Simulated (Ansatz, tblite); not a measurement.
Removing and adding an electron: (LiH)4 cube (Li4H4). Total charge 0; singlet. Geometry: PBE-D4/def2-TZVP. Ansatz, gas phase; energy differences of separate SCF runs; the oxidised species was run as a doublet alone; the reduced species was run as a doublet alone.

```xyz
8

Li   -1.486   -0.312    0.146
H    -0.470    0.285    1.549
Li    0.248    1.465    0.345
H    -0.863    0.957   -1.019
Li    0.436   -0.264   -1.437
H    -0.268   -1.578   -0.372
Li    0.801   -0.888    0.946
H     1.601    0.336   -0.157
```

The xTB rows come from tblite. Correlated methods freeze no core orbitals; core or outer-core shells of Li are correlated, in sets that lack core-valence functions. HOMO above LUMO, or a gap near zero within one spin, warns that the state may not be the lowest or that an electron is smeared out.

```json
{"level": "GFN1-xTB", "−HOMO (eV)": "12.49", "vertical IE (eV)": "14.95", "−LUMO (eV)": "6.39", "vertical EA (eV)": "4.26", "HOMO–LUMO gap (eV)": "6.11", "IE − EA (eV)": "10.70", "remarks": "–"}
{"level": "GFN2-xTB", "−HOMO (eV)": "9.96", "vertical IE (eV)": "12.59", "−LUMO (eV)": "3.63", "vertical EA (eV)": "1.17", "HOMO–LUMO gap (eV)": "6.32", "IE − EA (eV)": "11.42", "remarks": "–"}
{"level": "HF/def2-TZVPD", "−HOMO (eV)": "–", "vertical IE (eV)": "–", "−LUMO (eV)": "–", "vertical EA (eV)": "-0.59", "HOMO–LUMO gap (eV)": "–", "IE − EA (eV)": "–", "remarks": "HOMO above zero (-1 doublet)"}
{"level": "HF/def2-TZVPP", "−HOMO (eV)": "–", "vertical IE (eV)": "8.06", "−LUMO (eV)": "–", "vertical EA (eV)": "–", "HOMO–LUMO gap (eV)": "–", "IE − EA (eV)": "–", "remarks": "–"}
{"level": "PBE-D4/def2-TZVP", "−HOMO (eV)": "5.34", "vertical IE (eV)": "8.19", "−LUMO (eV)": "0.80", "vertical EA (eV)": "–", "HOMO–LUMO gap (eV)": "4.54", "IE − EA (eV)": "–", "remarks": "gap within one spin near zero (+1 doublet)"}
{"level": "PBE-D4/def2-TZVPD", "−HOMO (eV)": "5.27", "vertical IE (eV)": "–", "−LUMO (eV)": "0.88", "vertical EA (eV)": "0.01", "HOMO–LUMO gap (eV)": "4.39", "IE − EA (eV)": "–", "remarks": "HOMO above zero (-1 doublet)"}
{"level": "r2SCAN-D4/def2-TZVP", "−HOMO (eV)": "5.56", "vertical IE (eV)": "8.27", "−LUMO (eV)": "0.10", "vertical EA (eV)": "–", "HOMO–LUMO gap (eV)": "5.46", "IE − EA (eV)": "–", "remarks": "–"}
{"level": "r2SCAN-D4/def2-TZVPD", "−HOMO (eV)": "5.47", "vertical IE (eV)": "–", "−LUMO (eV)": "0.22", "vertical EA (eV)": "-0.21", "HOMO–LUMO gap (eV)": "5.25", "IE − EA (eV)": "–", "remarks": "HOMO above zero (-1 doublet)"}
{"level": "PBE0-D4/def2-TZVP", "−HOMO (eV)": "6.49", "vertical IE (eV)": "8.53", "−LUMO (eV)": "0.27", "vertical EA (eV)": "–", "HOMO–LUMO gap (eV)": "6.23", "IE − EA (eV)": "–", "remarks": "–"}
{"level": "PBE0-D4/def2-TZVPD", "−HOMO (eV)": "6.41", "vertical IE (eV)": "–", "−LUMO (eV)": "0.40", "vertical EA (eV)": "-0.10", "HOMO–LUMO gap (eV)": "6.02", "IE − EA (eV)": "–", "remarks": "HOMO above zero (-1 doublet)"}
{"level": "MP2/def2-TZVPD", "−HOMO (eV)": "–", "vertical IE (eV)": "–", "−LUMO (eV)": "–", "vertical EA (eV)": "-0.46", "HOMO–LUMO gap (eV)": "–", "IE − EA (eV)": "–", "remarks": "HOMO above zero (-1 doublet)"}
{"level": "MP2/def2-TZVPP", "−HOMO (eV)": "–", "vertical IE (eV)": "8.81", "−LUMO (eV)": "–", "vertical EA (eV)": "–", "HOMO–LUMO gap (eV)": "–", "IE − EA (eV)": "–", "remarks": "–"}
{"level": "CCSD/def2-TZVPD", "−HOMO (eV)": "–", "vertical IE (eV)": "–", "−LUMO (eV)": "–", "vertical EA (eV)": "-0.41", "HOMO–LUMO gap (eV)": "–", "IE − EA (eV)": "–", "remarks": "HOMO above zero (-1 doublet)"}
{"level": "CCSD/def2-TZVPP", "−HOMO (eV)": "–", "vertical IE (eV)": "8.89", "−LUMO (eV)": "–", "vertical EA (eV)": "–", "HOMO–LUMO gap (eV)": "–", "IE − EA (eV)": "–", "remarks": "–"}
{"level": "CCSD(T)/def2-TZVPD", "−HOMO (eV)": "–", "vertical IE (eV)": "–", "−LUMO (eV)": "–", "vertical EA (eV)": "-0.39", "HOMO–LUMO gap (eV)": "–", "IE − EA (eV)": "–", "remarks": "HOMO above zero (-1 doublet)"}
{"level": "CCSD(T)/def2-TZVPP", "−HOMO (eV)": "–", "vertical IE (eV)": "8.89", "−LUMO (eV)": "–", "vertical EA (eV)": "–", "HOMO–LUMO gap (eV)": "–", "IE − EA (eV)": "–", "remarks": "–"}
```

   A HOMO above zero means that the electron is unbound at that level or that self-interaction error raises the level; the energy of removing that electron tells which. Raw xTB energy differences between charge states are shifted by several eV; the methods need an empirical correction for them. A negative affinity means that the extra electron isn't bound; its size then hangs on the basis.
